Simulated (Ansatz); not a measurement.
Start from `C=CC(C)F` and change one atom or group to get `C[SiH2]C(C)F`.

Ansatz, PBE0-D4/def2-TZVP geometries, multiplicity 1. Each molecule was computed in one conformer, which needn't be the lowest.

```
                                          property  `C=CC(C)F`
           HOMO–LUMO gap (ωB97M-V/def2-TZVPP) / eV       12.13
                 HOMO energy (PBE/def2-TZVPP) / eV       -6.50
              HOMO–LUMO gap (PBE0/def2-TZVPP) / eV        7.81
                HOMO energy (PBE0/def2-TZVPP) / eV       -7.65
size of the dipole moment (ωB97M-V/def2-TZVPP) / D        1.76
               HOMO energy (B3LYP/def2-TZVPP) / eV       -7.44
```

Question: What does the change do to each property? (Estimate.)

Answer: Computed: 
```
                                          property  `C[SiH2]C(C)F`  shift
           HOMO–LUMO gap (ωB97M-V/def2-TZVPP) / eV           12.59   0.46
                 HOMO energy (PBE/def2-TZVPP) / eV           -6.66  -0.16
              HOMO–LUMO gap (PBE0/def2-TZVPP) / eV            8.85   1.04
                HOMO energy (PBE0/def2-TZVPP) / eV           -8.09  -0.44
size of the dipole moment (ωB97M-V/def2-TZVPP) / D            1.55  -0.21
               HOMO energy (B3LYP/def2-TZVPP) / eV           -7.90  -0.46
```

With PBE0 the HOMO falls by 0.44 eV and the LUMO rises by 0.61 eV, so the gap widens by about 1.05 eV. PBE moves the HOMO by -0.16 eV and ωB97M-V by -0.44 eV. The zero-point energy changes by 27.1 kJ/mol with +6 modes. Dipoles are sizes alone; their direction can turn.

Positive LUMOs are unbound, so they and the gaps depend on the basis.

B3LYP here is the variant with VWN-RPA as its local correlation; programs differ in this.
